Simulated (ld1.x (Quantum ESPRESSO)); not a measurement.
# Building the ultrasoft potential for palladium (Pd) (PBE, non-relativistic).

- Element: Pd
- Generator: ld1.x (Quantum ESPRESSO) 7.5
- Type: ultrasoft
- Functional: PBE
- Relativity: non-relativistic
- Frozen core: [Ar] 3d10
- Valence charge: 18
- Reference configuration: 4s2 4p6 4d8 5s0 5p0 (charge +2)
- Partial waves: 4s (bound): rc 1.25 bohr; 5s (bound, empty): rc 1.25 bohr; 4p (bound): rcut 1.55, rcutus 2.05 bohr; 5p (bound, empty): rcut 1.55, rcutus 2.05 bohr; 4d (bound): rcut 1.60, rcutus 1.95 bohr; 4d channel at 1.8 Ry: rcut 1.60, rcutus 1.95 bohr
- Local potential: all-electron potential smoothed inside 1.60 bohr (lloc = -1)
- Core correction: none
- Augmentation charge: PSQ, radius 0.95 bohr

All-electron outer shells of the reference configuration (PBE, non-relativistic, ld1.x):

| shell | level (eV) | outermost node (bohr) | outermost maximum (bohr) |
| --- | --- | --- | --- |
| 3d | -355.59 | – | 0.28 |
| 4s | -103.96 | 0.47 | 0.88 |
| 4p | -74.39 | 0.46 | 0.92 |
| 4d | -27.69 | 0.45 | 1.06 |
| 5s | -19.39 | 1.17 | 2.36 |
| 5p | -13.85 | 1.28 | 2.78 |

(1) Does this generation succeed?

## Answers

(1) No. ld1.x (Quantum ESPRESSO) 7.5 stopped with "compute_q_3bess: problem with the q_i coefficients": no Bessel wave vectors were found for the pseudised augmentation function at its matching radius. Before that it printed "qmax not found".
